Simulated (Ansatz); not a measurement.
Ti2S3. The state is a singlet with charge 0. Geometry PBE-D4/def2-SVP; atoms count from 1.

```xyz
5

Ti    1.302   -0.217   -0.863
Ti   -0.029   -0.196    1.552
S    -2.002   -0.554    1.071
S    -0.181   -0.618   -2.239
S     0.909    1.585    0.480
```

The restricted singlet is unstable towards broken spin symmetry at other levels; at PBE0-D4/def2-TZVP this wasn't settled. Another isomer (singlet) lies 3.12 eV lower at PBE0-D4/def2-TZVP; other spin states weren't run for this one.

Question: Estimate the Mulliken populations from the PBE0/def2-TZVP orbitals of Ansatz.

Answer: 
```tsv
atom	charge (e)	d electrons
Ti1	0.65	2.58
Ti2	0.65	2.58
S3	-0.39	–
S4	-0.39	–
S5	-0.51	–
```
Mulliken values depend strongly on the basis.

Question: And the Mayer bond orders between heavy atoms (over 0.3)?

Answer: Ti1–Ti2 0.98 (2.76 Å); Ti1–S4 2.31 (2.06 Å); Ti1–S5 1.09 (2.28 Å); Ti2–S3 2.31 (2.06 Å); Ti2–S5 1.09 (2.28 Å).
